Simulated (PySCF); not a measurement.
Cartesian coordinates in Å; atom numbers follow the order of the lines, from 1:
```xyz
12

N    -1.3399    0.0887    0.5453
B    -0.2402   -0.3172   -0.5907
B     1.2399   -0.3541    0.2636
O     1.2203    0.1220    1.5643
O     2.4727   -0.7629   -0.1785
H    -0.9203    0.7904    1.1612
H    -2.2157    0.4467    0.1657
H    -1.5523   -0.7162    1.1347
H    -0.2717    0.5825   -1.4285
H    -0.6148   -1.3785   -1.0833
H     2.1018    0.0993    1.9585
H     2.4212   -1.0815   -1.0839
```

PySCF calculation with PBE0-D3(BJ)/def2-SVP geometry and NMR shieldings at PBE0/pcSseg-1/GIAO; single conformer, gas phase, equivalent nuclei averaged, no relativistic terms.

References, each an isolated molecule treated in the same way: 1H against TMS; 15N vs NH3; 11B against BF3·OEt2; 17O vs H2O.

| atoms | nucleus | count | δ (ppm) |
| --- | --- | --- | --- |
| N1 | 15N | 1 | 38.1 |
| B2 | 11B | 1 | -29.7 |
| H9/H10 | 1H | 2 | 1.94 |
| O4/O5 | 17O | 2 | 135.7 |
| H6/H7/H8 | 1H | 3 | ? |
| H11/H12 | 1H | 2 | ? |
| B3 | 11B | 1 | 39.5 |

**Question.** Fill in the missing shifts.

**Answer.** 
- H11/H12: 3.83 ppm, hydrogen on an oxygen bonded to B; exchangeable, gas-phase position
- H6/H7/H8: 2.79 ppm, hydrogen on a donor nitrogen of a Lewis adduct; labile proton, position sensitive to the medium

OH and NH positions are those of a molecule without intermolecular hydrogen bonds; in solution they move with solvent, concentration and temperature, and exchange usually removes their couplings. Hydrogens on boron are broadened and split by 11B (spin 3/2, 80 %) and 10B (spin 3). Experimental scales use liquid or dissolved standards, which lie at an offset from isolated NH3 (liquid NH3: subtract about 20 ppm) and H2O (liquid H2O: subtract about 36 ppm).
